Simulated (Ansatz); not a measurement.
Start from `[AlH2]/[N]=C\S` and change one atom or group to get `N=CS`.

Ansatz, PBE0-D4/def2-TZVP geometries, multiplicity 1. Each molecule was computed in one conformer, which needn't be the lowest.

| property | `[AlH2]/[N]=C\S` |
| --- | --- |
| HOMO energy (PBE0/def2-TZVPP) / eV | -7.05 |
| size of the dipole moment (ωB97M-V/def2-TZVPP) / D | 1.93 |
| LUMO energy (ωB97M-V/def2-TZVPP) / eV | 0.72 |
| HOMO–LUMO gap (B3LYP/def2-TZVPP) / eV | 5.74 |
| size of the dipole moment (PBE/def2-TZVPP) / D | 1.98 |
| LUMO energy (PBE/def2-TZVPP) / eV | -1.84 |

Task: What does the change do to each property? (An estimate is asked.)

Result: Computed: 
```json
{"property": "HOMO energy (PBE0/def2-TZVPP) / eV", "`N=CS`": "-7.37", "shift": "-0.32"}
{"property": "size of the dipole moment (ωB97M-V/def2-TZVPP) / D", "`N=CS`": "1.39", "shift": "-0.54"}
{"property": "LUMO energy (ωB97M-V/def2-TZVPP) / eV", "`N=CS`": "1.85", "shift": "1.13"}
{"property": "HOMO–LUMO gap (B3LYP/def2-TZVPP) / eV", "`N=CS`": "6.49", "shift": "0.75"}
{"property": "size of the dipole moment (PBE/def2-TZVPP) / D", "`N=CS`": "1.24", "shift": "-0.74"}
{"property": "LUMO energy (PBE/def2-TZVPP) / eV", "`N=CS`": "-1.46", "shift": "0.38"}
```

With PBE0 the HOMO falls by 0.32 eV and the LUMO rises by 0.49 eV, so the gap widens by about 0.81 eV. PBE moves the HOMO by -0.38 eV and ωB97M-V by -0.24 eV. Dipoles are sizes alone; their direction can turn.

B3LYP here is the variant with VWN-RPA as its local correlation; programs differ in this.
